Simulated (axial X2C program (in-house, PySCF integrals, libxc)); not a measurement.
**How long does CuSn take?**

A bond scan computed with an in-house all-electron X2C program for linear molecules (integrals from PySCF). Basis: Sn dyall-v3z [11s12p9d1f], Cu dyall-v3z [9s9p6d3f2g] (cores contracted in-house).

Input:
```json
{"zs": [50, 29], "q": 0, "bas": ["dyall-v3z", "dyall-v3z"], "levels": ["PBE0", "HF", "r2SCAN0", "LDA"], "cc": false, "r0": 2.52, "npts": 10, "nst": 2, "ntry": 6}
```
```bash
python so2c.py task.json out
```

Keys: zs atomic numbers; q charge; bas basis sets; levels methods; cc coupled cluster on or off; r0 starting distance in Å; npts points on the curve; nst determinants followed; ntry starts of the search. HF also brings MP2.

Hardware: 1 thread of Arm Neoverse N1 (shared host).

Wall time of one point of each curve, integrals apart:

```tsv
Hamiltonian	level	points	seconds a point
spin-free	PBE0	10	1.4
spin-free	HF	10	1
spin-free	r2SCAN0	10	2.3
spin-free	LDA	10	0.55
2c	PBE0	10	2.1
2c	HF	10	2.1
2c	r2SCAN0	10	3
2c	LDA	10	0.61
```

The rest:

Search with its distance optimisation 49 s, atoms 12 s, whole task 250 s. Coupled cluster runs on the points near the minimum only. The program drops outer points, and coupled cluster, when its time limit (not in the input) nears; MP2, further determinants and curves that did not converge are not in the table.
